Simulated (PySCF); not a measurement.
C3H7AlO.
Structure used (PBE0-D3(BJ)/def2-SVP), in Å, numbered top down from 1:
```xyz
12
C3H7AlO angstrom
C     -2.9180    0.0060   -0.1850
C     -1.6993   -0.3420   -0.6289
Al    -0.1270    0.2216    0.3495
O      1.4060   -0.2060   -0.2413
C      2.7491   -0.0663    0.0710
H     -3.8452   -0.2837   -0.6966
H     -3.0543    0.6058    0.7250
H     -1.6502   -0.9436   -1.5468
H     -0.2573    1.0730    1.6853
H      3.2213   -1.0533    0.2250
H      3.2931    0.4296   -0.7530
H      2.9216    0.5304    0.9876
```

The calculation used PySCF 2.14.0, PBE0-D3(BJ)/def2-SVP geometry optimisation, gas phase.

Problem. Which atoms are bound to Al3, and at what distances?

Solution. 3 atoms: H9 1.589 Å, O4 1.698 Å, C2 1.936 Å. The nearest atom not counted as bound is H8, at 2.70 Å.

Problem. List the angles at Al3.

Solution. 
| angle | degrees | distance of the outer atoms (Å) |
| --- | --- | --- |
| C2–Al3–H9 | 120.9 | 3.07 |
| O4–Al3–H9 | 120.1 | 2.85 |
| C2–Al3–O4 | 119.0 | 3.13 |

Problem. What is the shape at Al3?

Solution. Planar: angles 120.9°, 120.1° and 119.0°, sum 360.0°, 0.00 Å off the plane of its three neighbours.

Problem. What are the other bond lengths?

Solution. C1=C2 1.343 Å; O4–C5 1.386 Å; C1–H6 1.098 Å; C1–H7 1.098 Å; C2–H8 1.099 Å; C5–H10, C5–H11, C5–H12 1.106 Å.

Problem. Give some angles away from the centre.

Solution. C1–C2–Al3 119.6°, Al3–O4–C5 140.5°.

Problem. What are the rotational constants (commonest isotopes, rigid rotor)?

Solution. A = 21400, B = 1583, C = 1487 MHz: a near-prolate asymmetric top.

Point group: Cs (tolerance 0.08 Å). Charge 0, singlet. Whether it is a minimum is left open (no frequencies).

One conformer stands for the species.
